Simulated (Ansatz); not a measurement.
Geometry optimisation, RHF/cc-pVDZ in Ansatz 0.2.0.

Input file:

```yaml
crystal:
  periodic: [false, false, false]
  atoms:
    - { symbol: Al, position_ang: [-0.034174, 0.284578, -0.333906] }
    - { symbol: O, position_ang: [0.066915, 0.286944, 2.627189] }
    - { symbol: H, position_ang: [-0.773382, 0.214976, 3.055339] }
    - { symbol: O, position_ang: [1.378335, -0.439303, -0.899444] }
    - { symbol: Si, position_ang: [2.560138, -1.466956, -1.455731] }
    - { symbol: H, position_ang: [1.932585, -2.675489, -2.064773] }
    - { symbol: H, position_ang: [3.383297, -0.769352, -2.480068] }
    - { symbol: H, position_ang: [3.424448, -1.89702, -0.327375] }
    - { symbol: O, position_ang: [-1.581283, -0.358635, -0.565554] }
    - { symbol: Si, position_ang: [-2.896312, -1.29481, -0.942436] }
    - { symbol: H, position_ang: [-2.881171, -2.538158, -0.122192] }
    - { symbol: H, position_ang: [-4.144852, -0.537147, -0.662178] }
    - { symbol: H, position_ang: [-2.859875, -1.667786, -2.379616] }
    - { symbol: F, position_ang: [0.065899, 1.841943, 0.305435] }
    - { symbol: H, position_ang: [0.121532, 1.212916, 2.334109] }
basis:
  gaussian: { orbitals: cc-pVDZ }
hamiltonian:
  xc: hf
relax:
  f_tol: 0.03
  max_steps: 50
```

Command:

```bash
$ ansatz run input.yaml --threads 4 --pin off --max-ram 5120MiB --backend cpu --events-out ev --progress --plain --runs-dir out
```

**Question.** Where does it end, and by what steps?

**Answer.** It converged. After 14 steps the energy has fallen by 0.815 eV; H3 moved furthest, 0.74 Å. Joined: Al1–O2 (2.96 → 1.99 Å).

```json
{"step": "0", "energy less start (eV)": "0.0000", "largest force component (eV/Å)": "1.104", "accepted": "yes"}
{"step": "1", "energy less start (eV)": "-0.1286", "largest force component (eV/Å)": "1.735", "accepted": "yes"}
{"step": "2", "energy less start (eV)": "-0.3405", "largest force component (eV/Å)": "1.859", "accepted": "yes"}
{"step": "3", "energy less start (eV)": "-0.5978", "largest force component (eV/Å)": "1.195", "accepted": "yes"}
{"step": "4", "energy less start (eV)": "-0.7037", "largest force component (eV/Å)": "0.935", "accepted": "yes"}
{"step": "5", "energy less start (eV)": "-0.7765", "largest force component (eV/Å)": "0.313", "accepted": "yes"}
{"step": "6", "energy less start (eV)": "-0.7934", "largest force component (eV/Å)": "0.146", "accepted": "yes"}
{"step": "7", "energy less start (eV)": "-0.7982", "largest force component (eV/Å)": "0.110", "accepted": "yes"}
{"step": "8", "energy less start (eV)": "-0.8020", "largest force component (eV/Å)": "0.060", "accepted": "yes"}
{"step": "9", "energy less start (eV)": "-0.8100", "largest force component (eV/Å)": "0.093", "accepted": "yes"}
{"step": "10", "energy less start (eV)": "-0.8116", "largest force component (eV/Å)": "0.091", "accepted": "yes"}
{"step": "11", "energy less start (eV)": "-0.8123", "largest force component (eV/Å)": "0.085", "accepted": "yes"}
{"step": "12", "energy less start (eV)": "-0.8125", "largest force component (eV/Å)": "0.142", "accepted": "yes"}
{"step": "13", "energy less start (eV)": "-0.8143", "largest force component (eV/Å)": "0.047", "accepted": "yes"}
{"step": "14", "energy less start (eV)": "-0.8147", "largest force component (eV/Å)": "0.026", "accepted": "yes"}
```

```xyz
15
Properties=species:S:1:pos:R:3
Al -0.059 0.265 -0.017
O 0.079 0.266 1.967
H -0.711 -0.070 2.378
O 1.307 -0.565 -0.602
Si 2.511 -1.430 -1.316
H 1.952 -2.625 -2.005
H 3.230 -0.598 -2.317
H 3.485 -1.890 -0.290
O -1.608 -0.478 -0.068
Si -2.868 -1.254 -0.796
H -3.061 -2.593 -0.176
H -4.121 -0.471 -0.622
H -2.621 -1.434 -2.252
F -0.017 1.951 -0.135
H 0.262 1.123 2.340
```

Whether the end is a true minimum wasn't checked by a vibrational analysis.

The run took 33 s on 4 threads of Arm Neoverse V2, with other jobs on the host, peak memory 0.46 GiB.
